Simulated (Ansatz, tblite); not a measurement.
Isomers of Ba$_{2}$S$_{2}$⁺ (doublet), found by a short tight-binding search and relaxed with PBE-D4/def2-SVP in Ansatz.

In the def2 sets Ba takes a core potential; there is no spin–orbit coupling. The xTB rows come from tblite. HSE06 is defined as in plane-wave codes, on full-range PBE exchange. Correlated methods freeze 10 core orbitals; core or outer-core shells of Ba are correlated, in sets that lack core-valence functions.

Other spin states were run for one of them alone.

A:

```xyz
4

Ba    0.3989    0.4854    2.2474
Ba   -0.3810   -0.4712   -2.2535
S    -1.0150    1.2200   -0.0835
S     0.9971   -1.2342    0.0896
```

B:

```xyz
4

Ba    1.346   -1.807   -0.267
Ba    0.238    2.237   -0.293
S    -1.128   -0.314   -0.746
S    -0.456   -0.116    1.306
```

Q: Estimate their order by electronic energy at CCSD(T)/def2-TZVPP, counted from the lowest.

A: A (0.0) < B (63.1), in kJ/mol.

Q: Do the other levels pick the same lowest one?

A: Not GFN2-xTB. Energies above each level's lowest (kJ/mol):

```tsv
level	A	B
GFN1-xTB	0.0	26.8
GFN2-xTB	39.3	0.0
HF/def2-TZVPP	0.0	53.9
PBE-D4/def2-TZVP	0.0	63.3
r2SCAN-D4/def2-TZVP	0.0	74.5
PBE0-D4/def2-TZVP	0.0	60.3
HSE06-D4/def2-TZVP	0.0	60.3
ωB97M-V/def2-TZVP	0.0	69.5
MP2/def2-TZVPP	0.0	50.9
CCSD/def2-TZVPP	0.0	61.8
CCSD(T)/def2-TZVPP	0.0	63.1
```
Point groups (tolerance 0.1 Å): A D2h, B C2v. Lower isomers may exist.
